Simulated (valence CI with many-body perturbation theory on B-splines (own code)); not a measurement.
Values are calculated unless marked as measured or tabulated.
# A CI+MBPT run for Ce37+

The program does CI of the valence electrons with many-body perturbation theory for a frozen closed Dirac-Fock core.

Command, and the settings that its task file holds:

```sh
python run_cv.py task.json out
```

```
atom Ce  Z=58  mass_number=140  rms_radius_fm=4.8771
core [Ar]
valence 3d3
avg = 1
basis = S
breit = 1
cap = 10000
capref = 1200
cscale = 1
de = 0.0
dress = 0
eps = 2e-08
extrap = 1
h = 0.27
hh = 1
l2 = 3
lcore = 6
maxit = 60
n2 = 5
natural = 1
nlev = 21
nno = [3, 3, 3, 3, 1]
nroot = 26
ns = 4
nsp = [3, 3, 2, 2, 0]
pt2 = 1
qed = 1
rpa = 1
s1 = 0
s2 = 0
s3 = 0
screen = 1
tol = 2e-05
whole = 1
```

Log. The first blocks belong to the next ion, which gives the ionisation energy. Fields: 2J, parity (1 odd), roots, reference size, generating configurations, candidates as configurations/state functions, variational space P, stored matrix elements, Davidson steps; e2 is the range of second-order energies in hartree. The first line gives the box (bohr), its intervals, the orbitals and the steps of their self-consistent field. Window is the range of levels sought, series limit the energy at which the first omitted orbital would enter, core excitation an estimate of the first excitation out of the core, left out the lowest levels not solved, and shifts from estimates the range by which levels moved from their first estimate, all in cm⁻¹.

```
rmax 3.0 intervals 57 orbitals 40 references ['3d3', '3d2 4s', '3d2 4p'] scf 3 t 0.8
2J=4 par=0 roots 2 ref 42 generators 3 cand 282/282 P 324/324 nnz 0 it 0
2J=4 par=0 roots 2 ref 42 generators 3 cand 11/11 P 335/335 nnz 0 it 0
   second order: generators 4 cand 0/0 e2 -0.00000 -0.00000
2J=0 par=0 roots 2 ref 17 generators 2 cand 106/106 P 123/123 nnz 0 it 0
2J=0 par=0 roots 2 ref 17 generators 2 cand 2/2 P 125/125 nnz 0 it 0
   second order: generators 2 cand 0/0 e2 -0.00000 -0.00000
2J=6 par=0 roots 2 ref 32 generators 2 cand 241/241 P 273/273 nnz 0 it 0
2J=6 par=0 roots 2 ref 32 generators 4 cand 3/3 P 276/276 nnz 0 it 0
   second order: generators 9 cand 6/6 e2 -0.00000 -0.00000
reference levels 431, estimated 19, window 696130 1/cm; series limit 14032142, core excitation 1675550
2J=3 par=0 roots 5 ref 31 generators 4 cand 91/200 P 755/1830 nnz 0 it 4
2J=3 par=0 roots 5 ref 31 generators 4 cand 50/110 P 805/1940 nnz 0 it 3
   second order: generators 8 cand 749/1775 e2 -0.00001 -0.00000
2J=5 par=0 roots 5 ref 33 generators 3 cand 113/279 P 759/2126 nnz 0 it 3
2J=5 par=0 roots 5 ref 33 generators 3 cand 44/104 P 803/2230 nnz 0 it 3
   second order: generators 6 cand 763/2097 e2 -0.00001 -0.00000
2J=7 par=0 roots 3 ref 25 generators 2 cand 103/254 P 696/1927 nnz 0 it 3
2J=7 par=0 roots 3 ref 25 generators 2 cand 49/105 P 745/2032 nnz 0 it 3
   second order: generators 4 cand 723/1944 e2 -0.00000 -0.00000
2J=9 par=0 roots 3 ref 18 generators 3 cand 71/155 P 618/1508 nnz 0 it 3
2J=9 par=0 roots 3 ref 18 generators 3 cand 39/73 P 657/1581 nnz 0 it 4
   second order: generators 6 cand 613/1513 e2 -0.00000 -0.00000
2J=1 par=0 roots 2 ref 19 generators 2 cand 81/127 P 667/1056 nnz 0 it 0
2J=1 par=0 roots 2 ref 19 generators 2 cand 32/50 P 699/1106 nnz 0 it 0
   second order: generators 4 cand 674/1037 e2 -0.00000 -0.00000
2J=11 par=0 roots 1 ref 6 generators 1 cand 44/90 P 437/945 nnz 0 it 0
2J=11 par=0 roots 1 ref 6 generators 1 cand 18/31 P 455/976 nnz 0 it 0
   second order: generators 2 cand 317/678 e2 -0.00000 -0.00000
left out: unestimated 8416300, estimated none, shifts from estimates -1 to 0
```

Q: What became of the run, and why?

A: It gave no result: the setting left no core shell for the response of the core. The program said: "need at least one array to concatenate".
